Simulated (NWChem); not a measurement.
C3H4FNSi; SMILES N#C/C([SiH3])=C/F

```xyz
10

N     -0.7403    -2.6982     0.0000
C     -0.5407    -1.5545     0.0000
C     -0.2304    -0.1635     0.0000
Si     1.5965     0.3450     0.0000
C     -1.2550     0.7045     0.0000
F     -1.0733     2.0079     0.0000
H      1.6908     1.8294     0.0000
H      2.2426    -0.2220    -1.2178
H      2.2426    -0.2220     1.2178
H     -2.3140     0.4236     0.0000
```
Atoms are numbered in this order, from 1.

Level: PBE0/def2-SVP (NWChem), optimised geometry, unscaled harmonic frequencies. 

Q: List the harmonic frequencies with IR intensities, and the thermochemistry.

A: 
| frequency (cm⁻¹) | IR intensity (km/mol) |
|---|---|
| 20 | 0.0 |
| 141 | 5.0 |
| 178 | 4.2 |
| 196 | 5.7 |
| 326 | 7.1 |
| 473 | 7.0 |
| 540 | 0.1 |
| 541 | 8.3 |
| 584 | 2.8 |
| 693 | 10.5 |
| 700 | 62.4 |
| 909 | 241.4 |
| 935 | 45.8 |
| 939 | 2.0 |
| 942 | 41.0 |
| 1165 | 18.3 |
| 1241 | 153.3 |
| 1352 | 1.4 |
| 1717 | 197.0 |
| 2254 | 48.5 |
| 2260 | 81.8 |
| 2280 | 67.0 |
| 2380 | 34.4 |
| 3215 | 1.8 |

| Property | Result |
|---|---|
| zero-point energy | 37.1 kcal/mol |
| thermal correction to the enthalpy at 298.15 K (with zero-point energy) | 42.2 kcal/mol |
| heat capacity Cv | 24.0 cal/(mol K) |
| entropy at 298.15 K and 1 atm (symmetry number 1) | 86.2 cal/(mol K) |
| dipole moment | 2.99 D |

Rigid rotor and harmonic oscillator; modes under 100 cm⁻¹ make the entropy uncertain.
